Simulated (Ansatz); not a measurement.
Abridged output of a molecular run in Ansatz:

```
Functional definition: HF
1955 factors; integrals over basis functions are off by at most 1.4e-3 eV
mean field evaluation 1: about -27379.3412 eV, gradient 4.2e1 eV
mean field evaluation 2: about -27379.3549 eV, gradient 4.2e1 eV
mean field evaluation 4: about -27384.2205 eV, gradient 4.9e0 eV
mean field evaluation 8: about -27384.2910 eV, gradient 2.1e-4 eV
mean field -27384.29104070 eV, -1006.3541340064 hartree, gradient 1.3e-6 eV, S^2 0.000000; 0 other end points of the search recorded, 0 dependent functions left out
17 core orbitals not correlated: weight in the atoms' cores, before any rotation towards them, 1.000 or more for the frozen orbitals, at most 0.000 for the correlated occupied ones
reference -27384.29104070 eV, -1006.3541340064 hartree; 26, 26 occupied and 151, 151 virtual orbitals, 1955 factors
second order -33.27113329 eV of doubles, -0.00000000 eV of singles
cycle   1  -34.64235932 eV  change    -1.4e0 eV  update   1.3e-1
cycle   2  -35.51084162 eV  change   -8.7e-1 eV  update   3.8e-2
cycle   3  -35.71692780 eV  change   -2.1e-1 eV  update   2.1e-2
cycle   4  -35.71115622 eV  change    5.8e-3 eV  update   5.6e-3
cycle   5  -35.71022105 eV  change    9.4e-4 eV  update   2.4e-3
cycle   6  -35.70979029 eV  change    4.3e-4 eV  update   7.3e-4
cycle   7  -35.70937464 eV  change    4.2e-4 eV  update   2.6e-4
cycle   8  -35.70936635 eV  change    8.3e-6 eV  update   7.0e-5
cycle   9  -35.70938406 eV  change   -1.8e-5 eV  update   2.3e-5
perturbative correction -1.12830114 eV, -0.0414643021 hartree
Total energy: -27421.12872589 eV, -1007.7078939680 hartree
```

Its atoms:

```xyz
21

C     0.501   -0.231    2.181
C     0.003   -0.123    0.782
N     0.005   -1.118   -0.095
C     0.459   -2.446    0.197
Al   -0.746    0.052   -1.417
C     0.345    0.549   -2.951
Cl   -2.803   -0.364   -1.806
N    -0.484    0.985    0.239
C    -0.626    2.230    0.938
H     1.573   -0.018    2.205
H     0.352   -1.238    2.571
H     0.001    0.485    2.832
H     0.413   -3.044   -0.713
H     1.496   -2.468    0.552
H    -0.166   -2.947    0.946
H     1.383    0.745   -2.665
H     0.353   -0.242   -3.707
H    -0.040    1.448   -3.440
H     0.323    2.594    1.346
H    -1.349    2.167    1.760
H    -0.994    2.984    0.243
```

(1) Which basis set was used?
A. def2-SVP
B. cc-pV(T+d)Z
C. cc-pV(Q+d)Z
D. def2-TZVPP

(2) Write the keys of the input that set method, charge and spin (a neutral closed shell needs none for the last two).

Results:

(1) A. It gives 194 functions.

(2) 
```yaml
correlation: {method: ccsd_t}
```
